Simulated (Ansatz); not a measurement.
Species: C$_{5}$H$_{8}$, SMILES `CC=C1CC1` (charge 0, multiplicity 1).

### Question
Give a relaxed geometry from B3LYP-D3(BJ)/def2-TZVP in Ansatz (an electronic-structure program).

### Answer
the end point of this relaxation (outside a Z-matrix the atoms follow the SMILES, hydrogens last).
Z-matrix (Å, degrees):
```
C
C 1 1.3172
H 2 1.0870 1 118.58
C 1 1.4603 2 148.79 3 0.00
H 4 1.0844 1 119.01 2 -73.77
H 4 1.0844 5 114.21 1 -149.02
C 1 1.4630 2 147.72 3 -180.00
H 7 1.0844 1 119.03 2 -73.79
H 7 1.0844 8 114.20 1 -149.07
C 2 1.4980 3 116.93 1 180.00
H 10 1.0902 2 111.15 3 180.00
H 10 1.0941 11 108.31 2 122.32
H 10 1.0941 11 108.31 12 115.36
```
